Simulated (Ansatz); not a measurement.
Reaction (ligand exchange at a Ge–S bond): `C[S][GeH3]` + `O[SiH](O)O` → `O[SiH](O)[O][GeH3]` + CH₃SH

Computed with Ansatz on PBE0-D4/def2-TZVP structures; ΔE is electronic, products minus reactants. CCSD(T)/CBS is the MP2 limit (def2-TZVPP, def2-QZVPP) plus CCSD(T) − MP2 in def2-TZVPP, frozen cores. This one scheme is used for every species. DFT in def2-TZVPP. B3LYP here is the variant with VWN-RPA as its local correlation; programs differ in this. For Ge outer-core shells are correlated without core-valence functions, which leaves a few kJ/mol of doubt a bond. Scalar relativity is left out up to krypton. One conformer a species, not always the lowest.

```json
{"level": "PBE-D4", "ΔE (kJ/mol)": "17.4", "difference from CCSD(T)/CBS": "9.5"}
{"level": "r2SCAN-D4", "ΔE (kJ/mol)": "10.7", "difference from CCSD(T)/CBS": "2.8"}
{"level": "PBE0-D4", "ΔE (kJ/mol)": "15.1", "difference from CCSD(T)/CBS": "7.2"}
{"level": "B3LYP-D4", "ΔE (kJ/mol)": "5.7", "difference from CCSD(T)/CBS": "-2.2"}
{"level": "ωB97X-V", "ΔE (kJ/mol)": "3.7", "difference from CCSD(T)/CBS": "-4.2"}
{"level": "ωB97M-V", "ΔE (kJ/mol)": "6.8", "difference from CCSD(T)/CBS": "-1.1"}
{"level": "B2PLYP", "ΔE (kJ/mol)": "4.0", "difference from CCSD(T)/CBS": "-3.9"}
{"level": "PBE", "ΔE (kJ/mol)": "17.3", "difference from CCSD(T)/CBS": "9.4"}
{"level": "r2SCAN", "ΔE (kJ/mol)": "10.9", "difference from CCSD(T)/CBS": "3.0"}
{"level": "PBE0", "ΔE (kJ/mol)": "15.3", "difference from CCSD(T)/CBS": "7.4"}
{"level": "B3LYP", "ΔE (kJ/mol)": "5.3", "difference from CCSD(T)/CBS": "-2.6"}
{"level": "HF/def2-TZVPP", "ΔE (kJ/mol)": "-8.7", "difference from CCSD(T)/CBS": "-16.6"}
{"level": "MP2/def2-TZVPP", "ΔE (kJ/mol)": "6.8", "difference from CCSD(T)/CBS": "-1.1"}
{"level": "SCS-MP2/def2-TZVPP", "ΔE (kJ/mol)": "0.0", "difference from CCSD(T)/CBS": "-7.9"}
{"level": "CCSD/def2-TZVPP", "ΔE (kJ/mol)": "1.0", "difference from CCSD(T)/CBS": "-6.9"}
{"level": "CCSD(T)/def2-TZVPP", "ΔE (kJ/mol)": "3.0", "difference from CCSD(T)/CBS": "-4.9"}
{"level": "HF/def2-QZVPP", "ΔE (kJ/mol)": "-10.8", "difference from CCSD(T)/CBS": "-18.7"}
{"level": "MP2/def2-QZVPP", "ΔE (kJ/mol)": "8.8", "difference from CCSD(T)/CBS": "0.9"}
{"level": "SCS-MP2/def2-QZVPP", "ΔE (kJ/mol)": "1.9", "difference from CCSD(T)/CBS": "-6.0"}
{"level": "HF/CBS(def2)", "ΔE (kJ/mol)": "-11.1", "difference from CCSD(T)/CBS": "-19.0"}
{"level": "MP2/CBS(def2)", "ΔE (kJ/mol)": "11.6", "difference from CCSD(T)/CBS": "3.7"}
{"level": "CCSD/CBS(def2)", "ΔE (kJ/mol)": "5.9", "difference from CCSD(T)/CBS": "-2.0"}
{"level": "CCSD(T)/CBS", "ΔE (kJ/mol)": "7.9", "difference from CCSD(T)/CBS": "0"}
```

Largest T1 diagnostic among the species: 0.012.

In def2-TZVPP, CCSD(T) changes the Hartree–Fock value by +11.7 kJ/mol (the triples alone add +2.0 kJ/mol) and MP2 by +15.5 kJ/mol.
